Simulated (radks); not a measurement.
Q: These are the eigenvalues of the occupied orbitals of an atom or ion with whole-number occupations (Ry). All-electron calculation, Dirac Kohn-Sham, BLYP, spin-unpolarised, spherical densities, point nucleus. Program: a radial shooting solver on a logarithmic mesh with Libxc functionals.

orbital  eigenvalue
1s1/2     -3280.291
2s1/2     -694.0119
2p1/2     -669.4759
2p3/2     -633.0892
3s1/2     -273.1219
3p1/2     -264.1767
3p3/2     -254.9505

Which element is it, and in what charge state? The configuration may be excited. Open shells, if any, fill j = l - 1/2 first.

A: Z = 59, praseodymium, charge +44: Pr44+ in [Ne] 3s2 3p3. The list shows which subshells hold electrons but not how many an open one holds; the 1s level, -1640.1 hartree, gives Z - s = 57.3 by -(Z - s)^2/2, which with screening and relativity narrows Z to a few neighbours, and the depths of the outer levels then fix element, charge and occupations together.
